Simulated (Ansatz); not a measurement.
Relaxation of CH₆FNSi (10 atoms, charge 0, multiplicity 1), to a largest force component of 0.02 eV/Å in at most 40 steps.

Theory: RKS r2SCAN-D4/def2-SVP (Ansatz 0.2.0).

```xyz
10
Properties=species:S:1:pos:R:3:forces:R:3
Si 0.000 0.000 0.000 2.53 -0.64 -2.40
F 0.000 0.000 1.590 -0.18 0.08 1.53
N 1.716 0.000 -0.606 -1.23 0.13 0.20
H 2.215 -0.918 -0.787 -0.55 1.93 0.24
H 2.217 0.918 -0.778 -0.52 -1.94 0.24
H -0.688 1.191 -0.486 -0.10 0.64 0.04
C -0.881 -1.526 -0.623 0.13 -0.07 0.19
H -1.380 -2.038 0.226 0.05 0.02 -0.33
H -1.641 -1.233 -1.377 0.22 -0.21 0.19
H -0.145 -2.215 -1.088 -0.35 0.06 0.09
```

Question: Where does it end, and by what steps?

Answer: It converged. After 10 steps the energy has fallen by 0.431 eV; H10 moved furthest, 0.67 Å.

```csv
step,energy less start (eV),largest force component (eV/Å),accepted
0,0.0000,2.528,yes
1,-0.3016,1.454,yes
2,-0.3818,0.348,yes
3,-0.4014,0.217,yes
4,-0.4018,0.918,yes
5,-0.4201,0.121,yes
6,-0.4248,0.166,yes
7,-0.4283,0.118,yes
8,-0.4288,0.125,yes
9,-0.4305,0.029,yes
10,-0.4307,0.009,yes
```

```xyz
10
Properties=species:S:1:pos:R:3
Si 0.061 -0.039 -0.003
F 0.235 -0.224 1.617
N 1.555 0.090 -0.833
H 2.143 -0.725 -0.977
H 2.120 0.931 -0.763
H -0.666 1.248 -0.174
C -0.864 -1.534 -0.607
H -1.798 -1.675 -0.040
H -1.115 -1.447 -1.675
H -0.258 -2.446 -0.473
```

Whether the end is a true minimum wasn't checked by a vibrational analysis.

Time of the run: 17 s on 4 threads of Arm Neoverse V1, on a shared host, peak memory 0.17 GiB.
